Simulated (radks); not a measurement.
Fractional charge and spin in the 4p shell of ruthenium: the spin-up occupation runs from 2 to 3 and the spin-down occupation from 2 to 3; the fullest corner is Ru3+, [Ar] 3d10 4s2 4d(up 2.5, down 2.5) 4p(up 3, down 3). Method: scalar-relativistic Kohn-Sham, LDA (Slater exchange, Perdew-Wang correlation), spin-polarised, spherical densities, point nucleus; computed with a radial shooting solver on a logarithmic mesh with Libxc functionals. Energy (eV) above the fullest corner. The planes named below are the two flat planes that join the four corners, with an edge along up + down = one added electron.

down \ up        2     2.25      2.5     2.75       3
2          196.278  167.804  140.449  114.198  89.039
2.25       167.804  140.515  114.328   89.232  65.211
2.5        140.449  114.328   89.296   65.338  42.439
2.75       114.198   89.232   65.338   42.502  20.708
3           89.039   65.211   42.439   20.708   0.000

Corners above the fullest one (they belong to Ru4+ and the next ion): (up 3, down 2) 89.039 eV, (up 2, down 3) 89.039 eV, (up 2, down 2) 196.28 eV. With half an added electron in each spin the energy lies 0.257 eV from the planes, and with half an added electron in spin up alone -2.210 eV. The planes are only a guide here: the flat-plane condition holds for ground states with one frontier orbital, while this shell lies below other occupied shells, so the corners above the fullest one are inner-hole states and not the ground states of those ions.
